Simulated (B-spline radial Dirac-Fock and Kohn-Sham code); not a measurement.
Elastic and transport cross sections of calcium for electrons

Model: relativistic (Dirac) partial waves in the static field of the Dirac-Fock atom with Furness-McCarthy exchange, without polarisation or absorption potentials. Program: a radial finite-basis atomic code. σ_tr1 and σ_tr2 weight the cross section with 1 − P₁ and 1 − P₂ of cos θ; "backward" is the share scattered beyond 90°.

```
energy (eV)  σ (a₀²)  σ_tr1 (a₀²)  σ_tr2 (a₀²)  σ/σ_tr1  backward (%)
      20000    0.804      0.00630       0.0152      128         0.082
      28700    0.589      0.00335      0.00822      176         0.053
      30000    0.567      0.00310      0.00763      183         0.050
      32100    0.535      0.00275      0.00680      194         0.046
      40800    0.436      0.00181      0.00451      242         0.035
      50000    0.368      0.00126      0.00319      291         0.027
      51700    0.358      0.00119      0.00301      300         0.026
      57800    0.326     0.000981      0.00249      332         0.023
      62800    0.305     0.000849      0.00216      359         0.021
      97500    0.216     0.000397      0.00103      545         0.012
     100000    0.212     0.000380     0.000988      558         0.011
     130000    0.176     0.000244     0.000639      722        0.0081
     141000        ?            ?            ?        ?             ?
     142000    0.166     0.000210     0.000553      788        0.0071
     149000    0.160     0.000194     0.000511      828        0.0067
     200000    0.133     0.000119     0.000317     1120        0.0044
     300000    0.107     6.20e-05     0.000168     1730        0.0024
```

Q: Fill in the row for 141 keV.

A: σ = 0.166 a₀², σ_tr1 = 0.000212 a₀², σ_tr2 = 0.000559 a₀², σ/σ_tr1 = 783, backward 0.0072 %. The ratio σ/σ_tr1 is roughly the number of elastic collisions that randomise the direction.

Values without a named source are computed, but for edge energies of neutral atoms, which are taken from tables.
